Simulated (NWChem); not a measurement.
# HfH2F2; SMILES [HfH2]([F])[F]

Program: NWChem. All runs use the structure optimised with PBE0/def2-SVP. def2 effective core potentials on Hf; no spin-orbit coupling. Gas phase, vertical.

CAM-B3LYP/def2-SVP, TDA puts singlet state 3 at 6.13 eV with oscillator strength 0.052.

### Question
Give the wavelength, the transition dipole and the radiative lifetime of that state in vacuum.

### Answer

1. λ = 1239.84/6.13 = 202 nm, or 49440 cm⁻¹.
2. f = (2/3) ΔE μ² in atomic units, so μ = √(1.5 f/ΔE) = 0.59 a.u. = 1.50 D.
3. τ = 1.499 s cm⁻² / (f ν²) = 12 ns, for a non-degenerate state that emits at the vertical energy; a higher state like this one mostly decays faster by other paths.
